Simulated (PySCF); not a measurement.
# Simulated absorption spectrum

C₈H₉BF₂S.
Atom-mapped SMILES: `[F:1][B:2]([F:3])[c:4]1[cH:5][cH:6][c:7]([CH:8]2[CH2:9][CH2:10][CH2:11]2)[s:12]1` (hydrogens: H13 on C5; H14 on C6; H15 on C8; H16, H17 on C9; H18, H19 on C10; H20, H21 on C11)

Method: PySCF 2.14.0, density-fitted response routines, TDDFT CAM-B3LYP/def2-SVPD, vertical, gas phase, core orbitals frozen in the response. Geometry: PBE0-D3(BJ)/def2-SVP, one conformer, isolated molecule. Torsions of this conformer, `[F:1][B:2]([F:3])[c:4]1[cH:5][cH:6][c:7]([CH:8]2[CH2:9][CH2:10][CH2:11]2)[s:12]1`: F1–B2–C4–C5 -1°, C6–C7–C8–C9 122°.

Each state is given a Gaussian of 0.4 eV full width at half maximum, with ε(max) = 2.175×10⁸ f / Δν̃ (Δν̃ the width in cm⁻¹). The width is an assumption, not a result. The curve ends short of the highest state used, and states not computed would add to its high-energy end.

(λ (nm), ε (L mol⁻¹ cm⁻¹)): (186.3, 732), (190.6, 175), (194.8, 79), (199.0, 30), (203.3, 7), (207.5, 2), (211.7, 11), (216.0, 93), (220.2, 455), (224.4, 1467), (228.7, 3456), (232.9, 6435), (237.1, 10695), (241.4, 16193), (245.6, 20780), (249.8, 21882), (254.0, 18659), (258.3, 12816), (262.5, 7318), (266.7, 3507), (271.0, 1400), (275.2, 494), (279.4, 153), (283.7, 41)

Question: Where are the band maxima, and which computed states make them?

Answer: 249 nm (4.98 eV), ε about 22000, made up of S1 (95%) (ε in L mol⁻¹ cm⁻¹; maxima over ε = 5, shares over 10%). At its high-energy end, 6.65 eV, the curve is still rising (ε about 690, from S7 and S8). The states used: S1 4.97 eV (f 0.313); S2 5.27 eV (f 0.062); S3 6.49 eV (f 0.0013); S4 6.65 eV (f 0.0001); S5 6.74 eV (f 0.0009); S6 6.87 eV (f 0.0019); S7 7.05 eV (f 0.108); S8 7.07 eV (f 0.023); S9 7.17 eV (f 0.0088); S10 7.25 eV (f 0.0075).

Question: On this curve, what absorbance would a 10⁻⁴ mol/L sample give at 280 nm over a 1 cm path?

Answer: 280 nm is 4.428 eV, where ε is about 130 L mol⁻¹ cm⁻¹, so A = ε c l ≈ 0.013 (Beer–Lambert, with the gas-phase spectrum and the assumed width).

Question: What would ε be at 4.98 eV, the highest of these maxima, with half the width (0.2 eV)?

Answer: About 41900 L mol⁻¹ cm⁻¹ against 22000, a factor of about 1.9; a lone state at its own centre would give exactly 2.

Question: Coming from long wavelengths, where does ε first pass 100 L mol⁻¹ cm⁻¹?

Answer: At about 281 nm (4.42 eV), 0.55 eV below S1.
